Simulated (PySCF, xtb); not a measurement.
SiHCl₃, SMILES Cl[SiH](Cl)Cl.

GFN2-xTB (xtb) at its own geometry gives an orbital gap of 6.66 eV and a dipole moment of 1.23 D.

Geometry: PBE-D3(BJ)/def2-SVP. The isomer is the one that the SMILES or the coordinates give; other isomers of the formula were not compared.

What does ωB97X/def2-TZVPD run with PySCF give? (The exact figures need the calculation; the answer reports its results.)

gap 13.15 eV (levels -11.86 and 1.29 eV), dipole 0.95 D.
